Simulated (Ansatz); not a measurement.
`F[SiH2]O[SiH2][SiH3]` + `[SH][AlH][SH]` → `[SiH3][S][AlH][SH]` + `F[SiH2]O[SiH3]`  (cleavage of the Si–Si bond)

Computed with Ansatz on PBE0-D4/def2-TZVP structures; ΔE is electronic, products minus reactants. CCSD(T)/CBS adds triple-zeta CCSD(T) − MP2 to the extrapolated MP2 energy (def2 sets, frozen cores). This one scheme is used for every species. Functionals use def2-TZVPP. B3LYP here is the variant with VWN-RPA as its local correlation; programs differ in this. Each species was taken in one conformer, which may not be the lowest.

```json
{"level": "PBE-D4", "ΔE (kcal/mol)": "-12.7", "difference from CCSD(T)/CBS": "3.5"}
{"level": "r2SCAN-D4", "ΔE (kcal/mol)": "-14.9", "difference from CCSD(T)/CBS": "1.3"}
{"level": "PBE0-D4", "ΔE (kcal/mol)": "-13.9", "difference from CCSD(T)/CBS": "2.3"}
{"level": "B3LYP-D4", "ΔE (kcal/mol)": "-15.0", "difference from CCSD(T)/CBS": "1.2"}
{"level": "ωB97X-V", "ΔE (kcal/mol)": "-14.9", "difference from CCSD(T)/CBS": "1.3"}
{"level": "ωB97M-V", "ΔE (kcal/mol)": "-16.3", "difference from CCSD(T)/CBS": "-0.1"}
{"level": "B2PLYP", "ΔE (kcal/mol)": "-15.8", "difference from CCSD(T)/CBS": "0.4"}
{"level": "PBE", "ΔE (kcal/mol)": "-12.2", "difference from CCSD(T)/CBS": "4.0"}
{"level": "r2SCAN", "ΔE (kcal/mol)": "-14.8", "difference from CCSD(T)/CBS": "1.4"}
{"level": "PBE0", "ΔE (kcal/mol)": "-13.6", "difference from CCSD(T)/CBS": "2.6"}
{"level": "B3LYP", "ΔE (kcal/mol)": "-14.2", "difference from CCSD(T)/CBS": "2.0"}
{"level": "HF/def2-TZVPP", "ΔE (kcal/mol)": "-17.3", "difference from CCSD(T)/CBS": "-1.1"}
{"level": "MP2/def2-TZVPP", "ΔE (kcal/mol)": "-18.4", "difference from CCSD(T)/CBS": "-2.2"}
{"level": "SCS-MP2/def2-TZVPP", "ΔE (kcal/mol)": "-17.9", "difference from CCSD(T)/CBS": "-1.7"}
{"level": "CCSD/def2-TZVPP", "ΔE (kcal/mol)": "-15.4", "difference from CCSD(T)/CBS": "0.8"}
{"level": "CCSD(T)/def2-TZVPP", "ΔE (kcal/mol)": "-15.5", "difference from CCSD(T)/CBS": "0.7"}
{"level": "HF/def2-QZVPP", "ΔE (kcal/mol)": "-17.4", "difference from CCSD(T)/CBS": "-1.2"}
{"level": "MP2/def2-QZVPP", "ΔE (kcal/mol)": "-18.8", "difference from CCSD(T)/CBS": "-2.6"}
{"level": "SCS-MP2/def2-QZVPP", "ΔE (kcal/mol)": "-18.3", "difference from CCSD(T)/CBS": "-2.1"}
{"level": "HF/CBS(def2)", "ΔE (kcal/mol)": "-17.4", "difference from CCSD(T)/CBS": "-1.2"}
{"level": "MP2/CBS(def2)", "ΔE (kcal/mol)": "-19.0", "difference from CCSD(T)/CBS": "-2.8"}
{"level": "CCSD/CBS(def2)", "ΔE (kcal/mol)": "-16.0", "difference from CCSD(T)/CBS": "0.2"}
{"level": "CCSD(T)/CBS", "ΔE (kcal/mol)": "-16.2", "difference from CCSD(T)/CBS": "0"}
```

Largest T1 diagnostic among the species: 0.012.

From PBE to PBE0 (25 % exact exchange), in def2-TZVPP and without D4, ΔE moves by −1.3 kcal/mol. The D4 term adds −0.8 kcal/mol with B3LYP and −0.4 kcal/mol with PBE0; it sums over pairs of atoms, weighted by their polarisabilities, and B3LYP, whose exchange is more repulsive, gets the larger term.
